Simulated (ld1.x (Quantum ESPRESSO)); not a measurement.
**Ranking RRKJ potentials for niobium (Nb)**

All share these settings but for the change named:

Nb, norm-conserving RRKJ (Kleinman–Bylander form), made with ld1.x (Quantum ESPRESSO) 7.5 (PBE, scalar-relativistic). Core [Kr], reference 4d4 5s1 5p0. Waves: 5p (bound, empty): rc 3.80 bohr; 4d (bound): rc 2.50 bohr; 5s (bound): rc 2.95 bohr. Local part: the s channel. Core correction: none.

Test errors are all-electron minus pseudo excitation energies from the reference, over 4d4 5s0 5p0; 4d3 5s0 5p0; 4d2 5s0 5p0; 4d3 5s1 5p0; 4d3 5s2 5p0; 4d3 5s1 5p1; 4d1 5s0 5p0. None of these files shows a bound ghost.

The base gives 373.6 meV.

Of 5 variants that were run, those that failed, showed a ghost or another fault, or gave nearly equal values are left out.

Task: Rank these variants by their largest absolute test error, smallest first.
A. core correction a·sin(br)/r model core inside 2.60 bohr
B. core correction a·sin(br)/r model core inside 1.66 bohr
C. core correction a·sin(br)/r model core inside 2.20 bohr
D. core correction a·sin(br)/r model core inside 2.90 bohr

Result: D (198.7 meV), A (460.4 meV), C (975.6 meV), B (1379.0 meV).
